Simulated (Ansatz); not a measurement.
Consider the redistribution: `OB(O)[Se]C(F)(F)F` + `CCOBF` → `CC[Se]B(O)O` + `FBOC(F)(F)F`.

Gas-phase electronic energies from Ansatz, PBE0-D4/def2-TZVP geometries. CCSD(T)/CBS adds triple-zeta CCSD(T) − MP2 to the extrapolated MP2 energy (def2 sets, frozen cores). For Se outer-core shells are correlated without core-valence functions, which leaves a few kJ/mol of doubt a bond. Scalar relativity is left out up to krypton. Each species was taken in one conformer, which may not be the lowest.

```tsv
species	CCSD(T)/CBS(def2) energy (Eh)
`OB(O)[Se]C(F)(F)F`	-2914.60948
`CCOBF`	-279.58002
`CC[Se]B(O)O`	-2656.30925
`FBOC(F)(F)F`	-537.90160
```

(1) Work out ΔE.

Largest T1 diagnostic among the species: 0.013.

Results:

(1) ΔE = (-2656.30925) + (-537.90160) − (-2914.60948) − (-279.58002) = -0.02135 Eh = -13.4 kcal/mol.

In def2-TZVPP, CCSD(T) changes the Hartree–Fock value by +2.9 kcal/mol (the triples alone add +0.5 kcal/mol) and MP2 by +1.9 kcal/mol. From PBE to PBE0 (25 % exact exchange), in def2-TZVPP and without D4, ΔE moves by −3.1 kcal/mol.
